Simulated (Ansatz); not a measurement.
HIn (SMILES [InH]), singlet, geometry from GFN2-xTB (such geometries of metal compounds can be far from the true shape) (core potentials on In); Ansatz (an electronic-structure program) with PBE0/def2-SVP.

Input for Ansatz:
Ansatz 0.2 input:
```yaml
crystal:
  periodic: [false, false, false]
  atoms:
    - {symbol: In, position_ang: [-0.00000000, -0.00000000, -0.03940380]}
    - {symbol: H, position_ang: [0.00000000, 0.00000000, 1.93078643]}
basis:
  gaussian:
    orbitals: def2-SVP
hamiltonian:
  xc: pbe0
```

Output, abridged:

```
Functional definition: PBE0
390 factors; integrals over basis functions are off by at most 6.3e-4 eV
mean field evaluation 1: about -5188.6745 eV, gradient 1.1e1 eV
mean field evaluation 2: about -5188.9417 eV, gradient 7.7e0 eV
mean field evaluation 4: about -5189.3064 eV, gradient 6.1e-1 eV
mean field evaluation 8: about -5189.3065 eV, gradient 4.1e-3 eV
mean field -5189.30649390 eV, -190.7034962125 hartree, gradient 2.8e-5 eV, S^2 0.000000; 0 other end points of the search recorded, 0 dependent functions left out
reference -5189.30651726 eV, -190.7034970712 hartree; 11, 11 occupied and 20, 20 virtual orbitals, 390 factors
Total energy: -5189.30651726 eV, -190.7034970712 hartree
```
